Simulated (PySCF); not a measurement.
Ionisation energy of Ti²⁺ by level of theory

Ti²⁺ [Ar] 3d2 (3F) → Ti³⁺ [Ar] 3d1 (2D), as a difference of total energies. Computed with PySCF 2.14 in x2c-TZVPPall, with scalar relativity by spin-free X2C-1e. Correlated levels: valence and next inner shell: [Ne] frozen. The calculations carry no spin-orbit coupling.

| method | ionisation energy (eV) |
| --- | --- |
| UHF | 26.588 |
| MP2 (valence and next inner shell) | 27.116 |
| SCS-MP2 (valence and next inner shell) | 27.026 |
| CCSD (valence and next inner shell) | 27.081 |
| CCSD(T) (valence and next inner shell) | 27.093 |

Q: How much does correlation contribute at CCSD(T) (valence and next inner shell)?

A: 27.093 − (26.588) = 0.505 eV, measured against UHF.

Errors of the correlated levels include the incompleteness of this basis and the frozen core.

For comparison: 27.492 eV (measured; NIST Atomic Spectra Database, ionization energies).
